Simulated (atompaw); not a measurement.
# samarium: one change to a PAW (atompaw) potential, before and after

atompaw 4.2.0.5 input, output lines left out:

```
Sm 62
GGA-PBE scalarrelativistic loggrid 2001 logderivrange -5 5 251
6 6 5 4 0 0
6 1 0
5 2 0
4 3 6
0 0 0
c
c
c
c
v
v
c
c
c
v
v
c
c
v
v
3
3.00 2.55 2.95 2.70
n
n
y
5.1
n
y
0.9
n
modrrkj vanderbiltortho besselshape
4 0.5 troulliermartins
1.60
2.60
2.80
3.00
3.00
3.00
1.75
1.75
```

Change: augmentation besselshape compensation charge, radius 2.55 bohr; PAW radius 3.00 bohr; waves and projectors: custom polynom2 7 10 vanderbiltortho.

Cutoffs: the cutoffs (Ry, on a coarse ladder) from which the occupation-weighted sum of valence levels, in a spherical-Bessel basis at the reference potential, stays within 10 and 1 mRy of its value at 400 Ry; they do not see the model core or the augmentation charge, which bear on the density cutoff.

Question: What does the change do?

Answer: The potential gets harder (40 Ry and 70 Ry → 140 Ry and 300 Ry); the range in which the s phases agree narrows (upper end 3.3 → 0.2); the range in which the p phases agree narrows (upper end 2.7 → 0.8); neither file shows a bound ghost.

| quantity | base | changed |
| --- | --- | --- |
| cutoff, loose | 40 Ry | 140 Ry |
| cutoff, tight | 70 Ry | 300 Ry |
| loose cutoff by channel (10 mRy a level) | s 12 Ry, p 8 Ry, f 35 Ry | s 12 Ry, p 12 Ry, f 25 Ry |
| bound ghosts | none | none |
| s: phases at 3.00 bohr within 0.05 rad from the reference energy up to (Ry; the scan ends near 5) | 3.3 | 0.2 |
| p: phases at 3.00 bohr within 0.05 rad from the reference energy up to (Ry; the scan ends near 5) | 2.7 | 0.8 |
| d: phases at 3.00 bohr within 0.05 rad from the reference energy up to (Ry; the scan ends near 5) | 2.0 | 1.0 |
| f: phases at 3.00 bohr within 0.05 rad from the reference energy up to (Ry; the scan ends near 5) | n/a | 4.4 |
| lowest overlap eigenvalue by channel | s 0.43, p 1.00, d 0.79, f 1.00 | s 0.37, p 0.74, d 0.84, f 0.99 |

 The cutoffs see the waves, projectors and local potential, not the compensation charge or the core.
